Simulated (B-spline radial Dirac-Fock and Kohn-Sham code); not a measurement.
# Si⁺ 3p1/2: cross section and angular parameters

System: Si⁺, configuration [Ne] 3s2 3p1; threshold 14.53 eV (orbital energy of the model). Method: Dirac-Hartree-Slater photoionisation with a Latter tail; cross sections with all multipoles, angular parameters from the dipole term and its interference with E2. Computed with a radial finite-basis atomic code.

The run's input, task.json:

```json
{"items": [{
  "Z": 14,
  "q": 1,
  "cfg": [[1, 0, 2], [2, 0, 2], [2, 1, 6], [3, 0, 2], [3, 1, 1]],
  "A": 28,
  "rrms": 3.1224,
  "do": "xps",
  "hv": [60, 69.8, 100, 101.0, 144.0, 169.0, 173.0, 200, 300, 424.0, 581.0, 669.0, 1220.0, 1253.6, 1486.9, 1500.0, 1650.0, 1980.0, 2590.0, 2750.0, 2770.0, 3630.0, 6000, 6300.0, 7770.0, 8100.0, 9251.7, 11200.0, 12100.0, 14000.0]
}]}
```

Command: `python xray2_run.py task.json out`

For linearly polarised light dσ/dΩ = σ/(4π) [1 + β P₂(cos θ) + (δ + γ cos²θ) sin θ cos φ], with θ from the polarisation vector and φ the angle between the beam and the projection of the electron momentum on the plane normal to the polarisation.

| hν (eV) | σ (kb) | β | γ | δ |
| --- | --- | --- | --- | --- |
| 60 | 57.3 | 1.276 | -0.021 | -0.001 |
| 69.8 | 50.6 | 1.388 | -0.019 | 0.001 |
| 100 | ? | ? | ? | ? |
| 101 | 30.8 | 1.550 | 0.001 | 0.004 |
| 144 | 16.2 | 1.607 | 0.038 | 0.006 |
| 169 | 11.8 | 1.611 | 0.059 | 0.007 |
| 173 | 11.3 | 1.611 | 0.062 | 0.007 |
| 200 | 8.29 | 1.604 | 0.084 | 0.008 |
| 300 | 3.34 | 1.550 | 0.154 | 0.011 |
| 424 | 1.44 | 1.476 | 0.231 | 0.015 |
| 581 | 0.628 | 1.383 | 0.314 | 0.021 |
| 669 | 0.424 | 1.335 | 0.354 | 0.025 |
| 1220 | 0.0714 | 1.086 | 0.511 | 0.050 |
| 1253.6 | 0.0657 | 1.074 | 0.519 | 0.051 |
| 1486.9 | 0.0386 | 0.996 | 0.564 | 0.062 |
| 1500 | 0.0375 | 0.992 | 0.567 | 0.062 |
| 1650 | 0.0277 | 0.949 | 0.593 | 0.069 |
| 1980 | 0.0153 | 0.864 | 0.642 | 0.083 |
| 2590 | 0.00624 | 0.742 | 0.709 | 0.108 |
| 2750 | 0.00509 | 0.715 | 0.723 | 0.115 |
| 2770 | 0.00497 | 0.712 | 0.724 | 0.116 |
| 3630 | 0.00194 | 0.600 | 0.783 | 0.148 |
| 6000 | 0.000322 | 0.423 | 0.905 | 0.222 |
| 6300 | 0.000270 | 0.408 | 0.919 | 0.231 |
| 7770 | 0.000124 | 0.346 | 0.981 | 0.269 |
| 8100 | 0.000106 | 0.334 | 0.993 | 0.278 |
| 9251.7 | 6.44e-05 | 0.298 | 1.033 | 0.305 |
| 11200 | 3.11e-05 | 0.251 | 1.089 | 0.347 |
| 12100 | 2.31e-05 | 0.233 | 1.112 | 0.366 |
| 14000 | 1.32e-05 | 0.202 | 1.159 | 0.401 |

Problem. Give the values at 100 eV.

Solution. σ = 31.3 kb, β = 1.547, γ = 0.000, δ = 0.004.
